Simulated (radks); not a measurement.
All-electron atom: Cs+ in [Xe].

Calculated with a radial shooting solver on a logarithmic mesh with Libxc functionals: scalar-relativistic Kohn-Sham, LDA (Slater exchange, VWN5 correlation), spin-polarised, spherical densities, finite nucleus; Fermi nuclear charge, rms radius 4.8041 fm; hard spherical wall at 15 bohr.

Energy parts (eV):
| part | energy |
|---|---|
| total | -211715.85 |
| kinetic | 222992.25 |
| electron-nucleus | -512198.69 |
| Hartree | 82545.60 |
| exchange-correlation | -5055.01 |

Orbitals (lengths in bohr, moments of r in powers of bohr; r(90%) holds 90 % of the orbital's charge):
orbital,occ.,eigenvalue (eV),r(90%)
1s,2,-35763.55,0.0470
2s,2,-5615.527,0.173
2p,6,-5040.999,0.160
3s,2,-1171.173,0.440
3p,6,-986.2184,0.446
3d,10,-713.8620,0.429
4s,2,-225.0280,1.00
4p,6,-165.8100,1.08
4d,10,-79.5769,1.27
4f,0,-0.3206,11.6
5s,2,-32.1828,2.51
5p,6,-18.8323,3.06
5d,0,-4.4692,5.70
6s,0,-5.6446,6.71

The highest occupied level is 5p at -18.832 eV. The density falls to 0.001 e/bohr^3 at r = 4.03 bohr.
